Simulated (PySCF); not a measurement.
**Mayer bond orders and bond lengths**

Compound: C9H11P.
Atom-mapped SMILES: `[CH3:1][C:2]([CH3:3])=[P:4][c:5]1[cH:6][cH:7][cH:8][cH:9][cH:10]1` (hydrogens: H11, H12, H13 on C1; H14, H15, H16 on C3; H17 on C6; H18 on C7; H19 on C8; H20 on C9; H21 on C10)

Geometry (GFN2-xTB, Å), atoms numbered from 1 in this order:
```
atom  x, y, z in Å
C1    -3.4256    0.4839    0.6441
C2    -1.9698    0.2577    0.3684
C3    -1.6770   -0.9227   -0.5002
P4    -0.8662    1.3459    1.0291
C5     0.7474    0.6540    0.4875
C6     1.5481    1.3692   -0.3964
C7     2.7835    0.8748   -0.7744
C8     3.2359   -0.3295   -0.2617
C9     2.4533   -1.0366    0.6367
C10    1.2183   -0.5448    1.0152
H11   -3.5745    1.3368    1.3029
H12   -3.9689    0.6624   -0.2853
H13   -3.8637   -0.3992    1.1120
H14   -2.3134   -0.8953   -1.3857
H15   -0.6372   -0.9548   -0.8155
H16   -1.9040   -1.8474    0.0340
H17    1.1931    2.3103   -0.7936
H18    3.3966    1.4308   -1.4692
H19    4.2005   -0.7144   -0.5579
H20    2.8077   -1.9728    1.0441
H21    0.6069   -1.0914    1.7202
```

Bond orders from the PBE0/pcSseg-1 density (PySCF). Isolated species at its GFN2-xTB geometry (one conformer only).

Question: Where do the orders between heavy atoms depart from those drawn in the SMILES?

Answer: The largest departure is 0.264, at C2–P4 (drawn double, 1.736), counting aromatic bonds as 1.5. The bonds drawn aromatic range from 1.39 to 1.44.

Question: Set the Mayer orders of the bonds beside their lengths.

Answer: 
```tsv
bond	drawn as	length (Å)	Mayer order
C1–C2	single	1.499	1.056
C2–C3	single	1.495	1.026
C2–P4	double	1.685	1.736
P4–C5	single	1.837	0.926
C5–C6	aromatic	1.391	1.403
C6–C7	aromatic	1.383	1.439
C7–C8	aromatic	1.385	1.431
C8–C9	aromatic	1.385	1.426
C9–C10	aromatic	1.382	1.442
C10–C5	aromatic	1.392	1.387
C1–H11	single	1.088	0.958
C1–H12	single	1.091	0.946
C1–H13	single	1.091	0.948
C3–H14	single	1.091	0.952
C3–H15	single	1.087	0.956
C3–H16	single	1.092	0.944
C6–H17	single	1.081	0.971
C7–H18	single	1.081	0.966
C8–H19	single	1.080	0.969
C9–H20	single	1.081	0.966
C10–H21	single	1.081	0.967
```

Bonds between the same two heavy elements. C–C: lowest C2–C3 (1.026, 1.495 Å), highest C9–C10 and C6–C7 (1.442, 1.382 Å); in 1 of the 28 pairs the longer bond (by over 0.003 Å) has the higher order (by 0.02 or more). C–P: lowest P4–C5 (0.926, 1.837 Å), highest C2–P4 (1.736, 1.685 Å). Bonds named together lie within 0.004.

Question: Sum the orders of all bonds at each heavy atom with more than one neighbour and set the sums beside the valence in the SMILES.

Answer: C1 3.908 (drawn 4), C2 3.818 (drawn 4), C3 3.878 (drawn 4), P4 2.662 (drawn 3), C5 3.716 (drawn 4), C6 3.813 (drawn 4), C7 3.836 (drawn 4), C8 3.826 (drawn 4), C9 3.834 (drawn 4), C10 3.796 (drawn 4). Orders between atoms that aren't bonded are not in these sums.

Mayer orders depend on the basis set.
